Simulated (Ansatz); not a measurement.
`[NH2][Al]([Cl])[Br]` and `[SiH3][O][Al]([Cl])[Br]` differ in one atom or group.

Ansatz, PBE0-D4/def2-TZVP geometries, multiplicity 1. Each molecule was computed in one conformer, which needn't be the lowest.

Scalar relativity is left out up to krypton. Spin–orbit coupling is left out; it splits and shifts lone-pair levels of the heavy atoms by tenths of an eV.

| property | `[NH2][Al]([Cl])[Br]` |
| --- | --- |
| LUMO energy (PBE0/def2-TZVPP) / eV | -0.70 |
| LUMO energy (B3LYP/def2-TZVPP) / eV | -0.97 |
| HOMO–LUMO gap (PBE0/def2-TZVPP) / eV | 7.31 |
| size of the dipole moment (ωB97M-V/def2-TZVPP) / D | 2.28 |
| HOMO energy (ωB97M-V/def2-TZVPP) / eV | -10.38 |
| size of the dipole moment (PBE/def2-TZVPP) / D | 2.27 |

Task: What does the change do to each property? (Best estimate.)

Result: The calculation gave: 
```csv
property,`[SiH3][O][Al]([Cl])[Br]`,shift
LUMO energy (PBE0/def2-TZVPP) / eV,-1.19,-0.49
LUMO energy (B3LYP/def2-TZVPP) / eV,-1.45,-0.48
HOMO–LUMO gap (PBE0/def2-TZVPP) / eV,7.57,0.26
size of the dipole moment (ωB97M-V/def2-TZVPP) / D,0.84,-1.44
HOMO energy (ωB97M-V/def2-TZVPP) / eV,-10.99,-0.61
size of the dipole moment (PBE/def2-TZVPP) / D,0.76,-1.51
```

With PBE0 the HOMO falls by 0.75 eV and the LUMO falls by 0.49 eV, so the gap widens by about 0.26 eV. PBE moves the HOMO by -0.81 eV and ωB97M-V by -0.61 eV. Dipoles are sizes alone; their direction can turn.

B3LYP here is the variant with VWN-RPA as its local correlation; programs differ in this.
